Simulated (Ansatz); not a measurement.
C2H8BCl2N (`C[NH2+][B-](C)(Cl)Cl`). The species carries charge 0 and has multiplicity 1. Geometry: relaxed with PBE0-D4/def2-TZVP. It is one conformer, not always the lowest.

```xyz
14

C     1.503   -0.553   -1.159
N     0.333   -0.656   -0.266
B    -0.335    0.726    0.269
C    -1.564    0.348    1.202
Cl    1.025    1.592    1.184
Cl   -0.847    1.634   -1.264
H     1.210    0.013   -2.040
H     2.286   -0.012   -0.633
H     1.852   -1.546   -1.444
H    -0.413   -1.166   -0.735
H     0.581   -1.189    0.565
H    -2.338   -0.212    0.665
H    -2.035    1.258    1.579
H    -1.258   -0.237    2.077
```

**Question.** What is the dipole moment at ωB97M-V/def2-TZVPP? (An estimate is asked.)

**Answer.** The calculation gave: 6.06 D, with components (1.30, -5.81, -1.10) D in this frame, pointing from negative to positive charge.

**Question.** And with PBE, r2SCAN, B3LYP? (Estimate.)

**Answer.** Computed: PBE 5.87 D, r2SCAN 6.04 D, B3LYP 6.02 D.

**Question.** Give the Mulliken charges with ωB97M-V, B3LYP, r2SCAN in def2-TZVPP. (Best estimate.)

**Answer.** Ansatz gave: 
```csv
atom,ωB97M-V,B3LYP,r2SCAN
C1,-0.23,-0.19,-0.11
N2,-0.02,-0.02,0.03
B3,-0.02,0.13,0.15
C4,-0.36,-0.32,-0.26
Cl5,-0.22,-0.28,-0.27
Cl6,-0.22,-0.28,-0.27
H7,0.15,0.13,0.10
H8,0.15,0.13,0.10
H9,0.13,0.12,0.07
H10,0.15,0.16,0.15
H11,0.15,0.16,0.15
H12,0.10,0.08,0.05
H13,0.13,0.11,0.07
H14,0.10,0.08,0.05
```

B3LYP here is the variant with VWN-RPA as its local correlation; programs differ in this.
